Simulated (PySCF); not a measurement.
C2H3O (SMILES C[C]=O), doublet, geometry from GFN2-xTB; MP2/aug-pcseg-1 (PySCF).

The PySCF input:
```python
from pyscf import gto, scf, mp

mol = gto.M(
    atom='''
C    -1.159601    0.155552    0.084622
C     0.227238   -0.346757    0.192057
O     1.266786    0.045102   -0.234295
H    -1.538034    0.336691    1.088860
H    -1.772872   -0.622754   -0.365553
H    -1.229204    1.072478   -0.509017
''',
    basis='aug-pcseg-1',
    charge=0,
    spin=1,
    verbose=4,
)

mf = scf.UHF(mol)
mf.kernel()

pt = mp.MP2(mf, frozen=3)
pt.kernel()
print('E(MP2) = %.10f' % pt.e_tot)
```

Predict the main parts of the log of this PySCF run.


```
PySCF version 2.14.0

[INPUT] verbose = 4
[INPUT] num. atoms = 6
[INPUT] num. electrons = 23
[INPUT] charge = 0
[INPUT] spin (= nelec alpha-beta = 2S) = 1
[INPUT] symmetry False subgroup None
[INPUT] Mole.unit = angstrom
[INPUT] Symbol           X                Y                Z      unit          X                Y                Z       unit  Magmom
[INPUT]  1 C     -1.159601000000   0.155552000000   0.084622000000 AA   -2.191328303772   0.293950678128   0.159912404113 Bohr   0.0
[INPUT]  2 C      0.227238000000  -0.346757000000   0.192057000000 AA    0.429417585094  -0.655275761776   0.362935130306 Bohr   0.0
[INPUT]  3 O      1.266786000000   0.045102000000  -0.234295000000 AA    2.393878598433   0.085230427670  -0.442753382355 Bohr   0.0
[INPUT]  4 H     -1.538034000000   0.336691000000   1.088860000000 AA   -2.906463030269   0.636253778606   2.057647187994 Bohr   0.0
[INPUT]  5 H     -1.772872000000  -0.622754000000  -0.365553000000 AA   -3.350242533910  -1.176834502977  -0.690795054013 Bohr   0.0
[INPUT]  6 H     -1.229204000000   1.072478000000  -0.509017000000 AA   -2.322858911220   2.026689694621  -0.961902722748 Bohr   0.0

nuclear repulsion = 63.0109378005975
number of shells = 15
number of NR pGTOs = 135
number of NR cGTOs = 96
basis = aug-pcseg-1
ecp = {}

******** <class 'pyscf.scf.uhf.UHF'> ********
method = UHF
initial guess = minao
damping factor = 0
level_shift factor = 0
DIIS = <class 'pyscf.scf.diis.CDIIS'>
diis_start_cycle = 1
diis_space = 8
diis_damp = 0
SCF conv_tol = 1e-09
SCF conv_tol_grad = None
SCF max_cycles = 50
direct_scf = True
direct_scf_tol = 1e-13
number electrons alpha = 12  beta = 11
Set gradient conv threshold to 3.16228e-05
init E= -152.577599497409

cycle= 1 E= -152.155115651441  delta_E= 0.422  |g|= 0.448  |ddm|= 2.36
cycle= 2 E= -152.206827925184  delta_E= -0.0517  |g|= 0.387  |ddm|= 0.961
cycle= 3 E= -152.264210020353  delta_E= -0.0574  |g|= 0.0535  |ddm|= 0.327
cycle= 4 E= -152.26725526345  delta_E= -0.00305  |g|= 0.0195  |ddm|= 0.172
cycle= 5 E= -152.267853299195  delta_E= -0.000598  |g|= 0.00829  |ddm|= 0.0834
cycle= 6 E= -152.268009819077  delta_E= -0.000157  |g|= 0.00364  |ddm|= 0.0382
cycle= 7 E= -152.268046311763  delta_E= -3.65e-05  |g|= 0.00225  |ddm|= 0.0143
cycle= 8 E= -152.268063710638  delta_E= -1.74e-05  |g|= 0.00171  |ddm|= 0.00808
cycle= 9 E= -152.268078173876  delta_E= -1.45e-05  |g|= 0.00121  |ddm|= 0.00821
cycle= 10 E= -152.268089389442  delta_E= -1.12e-05  |g|= 0.000669  |ddm|= 0.0103
cycle= 11 E= -152.268092446987  delta_E= -3.06e-06  |g|= 0.000346  |ddm|= 0.00573
cycle= 12 E= -152.268093068717  delta_E= -6.22e-07  |g|= 0.000233  |ddm|= 0.0023
cycle= 13 E= -152.268093254702  delta_E= -1.86e-07  |g|= 9.92e-05  |ddm|= 0.00124
cycle= 14 E= -152.268093287107  delta_E= -3.24e-08  |g|= 3.75e-05  |ddm|= 0.00053
cycle= 15 E= -152.268093291217  delta_E= -4.11e-09  |g|= 1.41e-05  |ddm|= 0.000192
cycle= 16 E= -152.268093291616  delta_E= -3.99e-10  |g|= 6.03e-06  |ddm|= 5.87e-05
Extra cycle  E= -152.268093291662  delta_E= -4.67e-11  |g|= 3.64e-06  |ddm|= 1.55e-05
converged SCF energy = -152.268093291662  <S^2> = 0.76291688  2S+1 = 2.0128754

******** <class 'pyscf.mp.ump2.UMP2'> ********
nocc = (np.int64(9), np.int64(8)), nmo = (93, 93)
frozen orbitals 3
E(UMP2) = -152.717617892599  E_corr = -0.449524600936632
E(SCS-UMP2) = -152.707885577235  E_corr = -0.439792285573082
E_corr(same-spin) = -0.114966041020243
E_corr(oppo-spin) = -0.334558559916389
E(MP2) = -152.7176178926
```
